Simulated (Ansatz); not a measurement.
Ideal-gas functions of BrLi (`[Li][Br]`) at 400 K and 1 bar, from an Ansatz frequency run at PBE0-D4/def2-TZVP.

Molar mass 86.84 g/mol, point group C∞v (symmetry number 1), electronic degeneracy 1, moments of inertia 30.116 u Å². Harmonic wavenumbers (cm⁻¹, unscaled): 570.

Use S(trans) = R[1.5 ln M + 2.5 ln T − 1.1517]; rotational temperatures θ = 24.2544 K / I; S(rot) = R[ln(T/σθ) + 1]; for each mode x = 1.438777 ν̃/T, S = R[x/(eˣ − 1) − ln(1 − e⁻ˣ)] and H = RT x/(eˣ − 1); 1 cm⁻¹ = 0.0119627 kJ/mol; R = 8.31446 J/(mol·K).

Task: By hand: the entropy, in J/(mol·K).

Result: Translation 170.6. Rotation: θ = 0.8054 K, giving 59.9. Vibration, mode by mode: 3.66, in all 3.7. Electronic 0.0. Sum 234.2 J/(mol·K).

Task: By hand: H − E and G − E in kJ/mol, counted from the electronic energy.

Result: Zero-point energy ½ × 570 × 0.0119627 = 3.4; thermal vibration 1.0; translation, rotation and pV give 3.5 RT = 11.6. H − E = 16.0 kJ/mol, and G − E = 16.0 − 400 × 234.2/1000 = -77.7 kJ/mol.

Vibration gives 2 % of the entropy.
